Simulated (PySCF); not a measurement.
## Te(2+) (tellurium, charge +2): UHF calculation

Configuration: [Kr] 4d10 5s1 5p3, high-spin 5S determinant (an excited configuration). Computed with PySCF 2.14 in x2c-QZVPPall, with the spin-free X2C one-electron Hamiltonian (Gaussian nucleus).

| Property | Result |
| --- | --- |
| Total energy | -6789.789129 hartree |
| One-electron energy | -9281.2380 hartree |
| Hartree (Coulomb) energy | 2665.9303 hartree |
| Exchange energy | -174.4815 hartree |
| ⟨S²⟩ | 6.0034 |
| ⟨L²⟩ | 0.000 |
| Sum of ⟨r⟩ | 31.46 bohr |
| Sum of ⟨r²⟩ | 41.37 bohr² |
| Langevin diamagnetic susceptibility | -32.8 ×10⁻⁶ cm³/mol |

```csv
shell,electrons,mean orbital energy (hartree),"rms radius, mean of both spins (bohr)"
1s α,1,-1175.70952,0.0318
1s β,1,-1175.69547,0.0318
2s α,1,-184.51138,0.130
2s β,1,-184.50260,0.130
2p α,3,-165.56550,0.116
2p β,3,-165.55658,0.116
3s α,1,-38.86523,0.343
3s β,1,-38.84565,0.343
3p α,3,-32.54090,0.343
3p β,3,-32.52391,0.343
3d α,5,-22.94143,0.322
3d β,5,-22.93499,0.322
4s α,1,-7.87527,0.815
4s β,1,-7.82905,0.815
4p α,3,-5.81890,0.876
4p β,3,-5.78378,0.876
4d α,5,-2.71399,1.04
4d β,5,-2.68459,1.04
5s α,1,-1.57238,2.12
5p α,3,-1.06340,2.45
```

Densities and radii are taken from the X2C orbitals without a picture-change correction, which distorts them close to the nucleus.

Spin-orbit constants ζ (cm⁻¹) from the X2C one-electron operator on these orbitals: bare nucleus, nucleus screened by l(l+1)(2l+1)/3 electrons, and screened by the Breit-Pauli mean field of the electrons.

| shell | bare | screened nucleus | mean field |
| --- | --- | --- | --- |
| 2p | 1462000 | 1406000 | n/a |
| 3p | 276400 | 265700 | n/a |
| 3d | 41930 | 33860 | n/a |
| 4p | 50040 | 48110 | n/a |
| 4d | 5572 | 4501 | n/a |
| 5p | 5380 | 5173 | n/a |
